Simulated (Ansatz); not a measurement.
Ansatz (an electronic-structure program) input (revPBE/def2-TZVPD):

Ansatz 0.2 input:
```yaml
crystal:
  periodic: [false, false, false]
  atoms:
    - {symbol: Si, position_ang: [-0.08703292, 0.22992068, -0.27979682]}
    - {symbol: Cl, position_ang: [0.50250471, -1.08371364, 1.22862137]}
    - {symbol: N, position_ang: [1.08701815, -0.05866751, -1.53643752]}
    - {symbol: N, position_ang: [-0.06119757, 1.76187296, 0.45219559]}
    - {symbol: N, position_ang: [-1.64250422, 0.01058888, -0.92627322]}
    - {symbol: H, position_ang: [0.99687209, -0.96624653, -1.99914030]}
    - {symbol: H, position_ang: [-0.26031452, 2.58657460, -0.09217137]}
    - {symbol: H, position_ang: [0.58010804, 1.95285256, 1.20455277]}
    - {symbol: H, position_ang: [-1.87009344, -0.74075036, -1.55593451]}
    - {symbol: H, position_ang: [-2.45390591, 0.37525185, -0.45310823]}
basis:
  gaussian:
    orbitals: def2-TZVPD
hamiltonian:
  xc: {name: revPBE}
magnetization: {spin_polarized: true, initial_magnetization: 1}
output: {forces: true}
```

End of the output:

```
integrals: 0.21 GiB planned
1347 factors; their error is unknown
0.34 GiB of the device are held for the grids
1.45 GiB of device memory are held for the factors and their scratch space
mean field: 1.52 GiB planned
mean field evaluation 1: about -24916.7433 eV, gradient 8.8e1 eV
mean field evaluation 2: about -24568.4648 eV, gradient 2.2e2 eV
mean field evaluation 4: about -24938.4000 eV, gradient 5.0e1 eV
mean field evaluation 8: about -24951.1858 eV, gradient 2.4e0 eV
mean field evaluation 16: about -24951.1924 eV, gradient 5.6e-3 eV
mean field evaluation 32: about -24950.9619 eV, gradient 2.0e0 eV
mean field -24951.19237964 eV, -916.9394074263 hartree, gradient 7.3e-5 eV, S^2 0.753321; 4 other end points of the search recorded, 0 dependent functions left out
the calculation of the forces begins
reference -24951.19245395 eV, -916.9394101569 hartree; 29, 28 occupied and 216, 217 virtual orbitals, 1347 factors
Total energy: -24951.19245395 eV, -916.9394101569 hartree
Atom 0 at    -0.087033     0.229921    -0.279797 Å, force     0.233583    -0.209953     0.001838 eV/Å
Atom 1 at     0.502505    -1.083714     1.228621 Å, force     0.098459    -0.193346     0.241220 eV/Å
Atom 2 at     1.087018    -0.058668    -1.536438 Å, force     0.314571     0.287188    -0.093568 eV/Å
Atom 3 at    -0.061198     1.761873     0.452196 Å, force    -0.197161     0.095083     0.166650 eV/Å
Atom 4 at    -1.642504     0.010589    -0.926273 Å, force    -0.144909     0.087949    -0.123443 eV/Å
Atom 5 at     0.996872    -0.966247    -1.999140 Å, force    -0.052399    -0.335934    -0.180131 eV/Å
Atom 6 at    -0.260315     2.586575    -0.092171 Å, force    -0.051580     0.312724    -0.183874 eV/Å
Atom 7 at     0.580108     1.952853     1.204553 Å, force     0.231864     0.092925     0.257874 eV/Å
Atom 8 at    -1.870093    -0.740750    -1.555935 Å, force    -0.096900    -0.274759    -0.228254 eV/Å
Atom 9 at    -2.453906     0.375252    -0.453108 Å, force    -0.335527     0.138121     0.141686 eV/Å
Dipole moment:    -0.434733     0.118242    -0.168002 e Å
```

It need not be the lowest isomer of its formula.
